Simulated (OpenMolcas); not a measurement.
## Sb3+: input and output

Input:

```
&GATEWAY
Coord
1

Sb 0.0 0.0 0.0
Basis=ANO-RCC-VTZP
Group=XYZ
NoMove
AngMom=0.0 0.0 0.0
AMFI
&SEWARD
&RASSCF
FileOrb=start.orb
Symmetry=1
Spin=3
nActEl=2 0 0
Inactive=14 9
Ras2=1 3
CIRoot=3 3 1
SDav=3
CIMx=300
Iter=120 100
PrWF=0.3
OrbListing=Nothing
MaxOrb=0
Atom
>>> COPY $Project.JobIph JOBPRE
&RASSCF
FileOrb=start.orb
Symmetry=1
Spin=3
nActEl=2 0 0
Inactive=14 9
Ras2=2 6
CIRoot=3 3 1
SDav=16
CIMx=300
Iter=120 100
PrWF=0.3
OrbListing=Nothing
MaxOrb=0
Atom
>>> COPY $Project.JobIph JOB001
&RASSCF
FileOrb=start.orb
Symmetry=1
Spin=1
nActEl=2 0 0
Inactive=14 9
Ras2=2 6
CIRoot=7 7 1
SDav=24
CIMx=300
Iter=120 100
PrWF=0.3
OrbListing=Nothing
MaxOrb=0
Atom
>>> COPY $Project.JobIph JOB002
&RASSCF
FileOrb=start.orb
Symmetry=2
Spin=3
nActEl=2 0 0
Inactive=14 9
Ras2=2 6
CIRoot=3 3 1
SDav=12
CIMx=300
Iter=120 100
PrWF=0.3
OrbListing=Nothing
MaxOrb=0
Atom
>>> COPY $Project.JobIph JOB003
&RASSCF
FileOrb=start.orb
Symmetry=2
Spin=1
nActEl=2 0 0
Inactive=14 9
Ras2=2 6
CIRoot=3 3 1
SDav=12
CIMx=300
Iter=120 100
PrWF=0.3
OrbListing=Nothing
MaxOrb=0
Atom
>>> COPY $Project.JobIph JOB004
&RASSI
NrOfJobIphs=4 3 7 3 3
1 2 3
1 2 3 4 5 6 7
1 2 3
1 2 3
IphNames
JOB001
JOB002
JOB003
JOB004
EJob
SpinOrbit
DIPRint=1.0
SOCoupling=1000.0
Subsets=2
MEES
Property=10
'ANGMOM' 1 'ANGMOM' 2 'ANGMOM' 3 'MLTPL  1' 1 'MLTPL  1' 2 'MLTPL  1' 3
'AMFI' 1 'AMFI' 2 'AMFI' 3 'MLTPL  2' 6
SOProperty=3
'ANGMOM' 1 'ANGMOM' 2 'ANGMOM' 3
```

A driver script runs the steps one by one and writes start.orb anew before each from the orbitals found so far.

Output, cut to the results:

```
--- SEWARD ---
Basis set label: SB.ANO-RCC...7S6P4D2F1G.

      Electronic valence basis set:
      ------------------
      Associated Effective Charge  51.000000 au
      Associated Actual Charge     51.000000 au
      Nuclear Model: Point charge

      Shell  nPrim  nBasis  Cartesian Spherical Contaminant
         s      22       7        X
         p      19       6        X
         d      13       4                 X
         f       5       2                 X
         g       3       1                 X
                  Relativistic Douglas-Kroll-Hess integrals:
                    - DKH order of Hamiltonian: 2
                    - DKH order of Properties : 0
                  Atomic mean-field integrals
--- RASSCF ---
Wave function specifications:
      -----------------------------

      Number of closed shell electrons          46
      Number of electrons in active shells       2
      Max number of holes in RAS1 space          0
      Max nr of electrons in RAS3 space          0
      Number of inactive orbitals               23
      Number of active orbitals                  8
      Number of secondary orbitals              37
      Spin quantum number                      1.0
      State symmetry                             1
Orbital specifications:
      -----------------------

      Symmetry species                           1   2
                                                ag  au
      Frozen orbitals                            0   0
      Inactive orbitals                         14   9
      Active orbitals                            2   6
      RAS1 orbitals                              0   0
      RAS2 orbitals                              2   6
      RAS3 orbitals                              0   0
      Secondary orbitals                        20  17
      Deleted orbitals                           0   0
      Number of basis functions                 36  32
      Number of CSFs                            16
      Number of root(s) required                 3
      Iter CI   SX   CI       RASSCF       Energy    max ROT     max BLB   max BLB  Level Ln srch  Step   QN
          iter iter root      energy       change     param      element    value   shift minimum  type update
 Nr of preliminary CI iterations:   1
 ###############################################################################
 ###############################################################################
 ###                                                                         ###
 ###                                                                         ###
 ###    WARNING: Problems in orbital optimization.                           ###
 ###                                                                         ###
 ###                                                                         ###
 ###############################################################################
 ###############################################################################
  Warning: In symmetry  1, orbital p=  15 has diagonal density matrix element D(p,p) close to zero. D(p,p)=  1.175588E-25
  Warning: In symmetry  1, orbital p=  16 has diagonal density matrix element D(p,p) close to zero. D(p,p)=  1.175588E-25
        ...
 ###############################################################################
  Warning: In symmetry  1, orbital p=  15 has diagonal density matrix element D(p,p) close to zero. D(p,p)=  8.831054E-26
  Warning: In symmetry  1, orbital p=  16 has diagonal density matrix element D(p,p) close to zero. D(p,p)=  8.831054E-26
        4   1    2    0  -474.02480257    0.00E+00  -6.08E-06   10  22 1 -6.70E-08   0.50   0.00    SX    NO
      Convergence after  4 iterations
        5   1    2    0  -474.02480257    2.73E-12  -6.08E-06   10  22 1 -3.91E-08   0.50   0.00    SX    NO
      Natural orbitals and occupation numbers for root  1
      sym 1:   0.000000   0.000000
      sym 2:   0.999767   0.999767  -0.000000   0.000233  -0.000000   0.000233
      Natural orbitals and occupation numbers for root  2
      sym 1:   0.000000   0.000000
      sym 2:   0.999767  -0.000000   0.999767   0.000233   0.000233   0.000000
      Natural orbitals and occupation numbers for root  3
      sym 1:   0.000000   0.000000
      sym 2:  -0.000000   0.999767   0.999767   0.000000   0.000233   0.000233
::    RASSCF root number  1 Total energy:  -6474.02480257
::    RASSCF root number  2 Total energy:  -6474.02480257
...
--- RASSI ---
SPIN-FREE ENERGIES:
  (Shifted by EMIN (a.u.) =      -6474.7378976073)

 SF State       Relative EMIN(au)   Rel lowest level(eV)    D:o, cm**(-1)      L_eff

     4             0.0000000000        0.0000000000              0.0000         0.0
    11             0.2991649471        8.1406929264          65659.1165         1.0
    12             0.2991649471        8.1406929264          65659.1165         1.0
    13             0.2991649471        8.1406929264          65659.1165         1.0
    14             0.4698737519       12.7859161489         103125.3685         1.0
    15             0.4698737519       12.7859161489         103125.3685         1.0
    16             0.4698737519       12.7859161489         103125.3685         1.0
     2             0.7130950346       19.4043044156         156506.2698         1.0
     3             0.7130950346       19.4043044156         156506.2698         1.0
     1             0.7130950346       19.4043044156         156506.2698         1.0
     8             0.7602153478       20.6865134597         166847.9832         2.0
     9             0.7602153478       20.6865134597         166847.9832         2.0
     5             0.7602153478       20.6865134597         166847.9832         2.0
     6             0.7602153478       20.6865134597         166847.9832         2.0
     7             0.7602153478       20.6865134597         166847.9832         2.0
    10             0.8512412925       23.1634555998         186825.8689         0.0
     Dipole printing threshold changed to   1.00000000E+00

++ Dipole transition strengths (spin-free states):
   -----------------------------------------------
     for osc. strength at least  1.00000000E+00

  ( Max oscillator strength is only   0.77261318580066118      )
--
Eigenvalues of complex Hamiltonian:
   -----------------------------------
  (Shifted by EMIN (a.u.) =      -6474.7378976073)

...
```

Levels above the lowest, from the spin-orbit matrix, grouped by J:

```tsv
Configuration	Term	J	E (cm-1)	Measured (cm-1)	g	Term weight %	Second
5s2	1S	0	0.0	0.0		100	
5s 5p	3P*	0	60836			100	
5s 5p	3P*	1	63021	66700	1.498	99	
5s 5p	3P*	2	68092	72560	1.501	100	
5s 5p	1P*	1	103373	95952	1.003	99	
5p2	3P	0	151154	152076		98	2 1S
5p2	3P	1	154196	156388	1.501	100	
5p2	3P	2	157671	163524	1.444	89	11 1D
5p2	1D	2	168037	155956	1.057	89	11 3P
```

Against the 7 measured excited levels shown (Moore, Atomic Energy Levels, vol. III, NSRDS-NBS 35 (1971 reprint of NBS Circular 467, 1958)) the mean absolute deviation is 5200 cm-1; the largest miss in energy is 5p2 1D2: computed 168037, measured 155956 cm-1 (+7.7 %). Levels of one J stand in another order than measured, so their pairing by name is doubtful.

Some levels mix across a computed gap that differs much from the measured one, so their mixing is not that of the real levels. Active for correlation alone: 6p 6s; no level in the range computed is led by a configuration that fills them, so any true level of that kind is missing. The ¹D term of p² mixes with s d, which this space lacks. Computed and measured levels are paired by configuration, term and J; levels that our copy of the source lacks, or whose pairing is in doubt (as where it misses far off the trend of its configuration), stay unpaired and out of the deviations. Only configurations of the active space appear. The first state left out of the spin-orbit step lies near 210000 cm-1 above the lowest spin-free state of the reference (among the parities and spins computed), and the list stops at four fifths of that energy or lower.

The term weight is that of the spin-free term in the level, not the purity of its configuration. * marks odd parity.
